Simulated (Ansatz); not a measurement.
Reaction (redistribution): `O[SiH](Cl)[SiH2]F` + `O[SiH](O)N[SiH](O)Cl` → `O[SiH](O)N[SiH2]F` + `O[Si@@H](Cl)[Si@@H](O)Cl`

Isolated molecules relaxed with PBE0-D4/def2-TZVP in Ansatz; ΔE leaves out vibrations. CBS: MP2 limit from def2 TZ/QZ plus the TZ coupled-cluster correction, frozen cores. DFT in def2-TZVPP. One conformer a species, not always the lowest.

```json
{"level": "PBE", "ΔE (kJ/mol)": "0.6"}
{"level": "PBE0", "ΔE (kJ/mol)": "2.0"}
{"level": "HF/def2-TZVPP", "ΔE (kJ/mol)": "1.5"}
{"level": "SCS-MP2/def2-TZVPP", "ΔE (kJ/mol)": "-0.1"}
{"level": "HF/def2-QZVPP", "ΔE (kJ/mol)": "1.7"}
{"level": "MP2/def2-QZVPP", "ΔE (kJ/mol)": "0.2"}
{"level": "SCS-MP2/def2-QZVPP", "ΔE (kJ/mol)": "-0.2"}
{"level": "CCSD/CBS(def2)", "ΔE (kJ/mol)": "1.3"}
```

Question: What does CCSD(T)/CBS give? (Best estimate.)

Answer: The calculation gave: +1.1 kJ/mol. The listed levels differ from it by -0.5, 0.9, 0.4, -1.2, 0.6, -0.9, -1.3, 0.2 kJ/mol.

Largest T1 diagnostic among the species: 0.012.
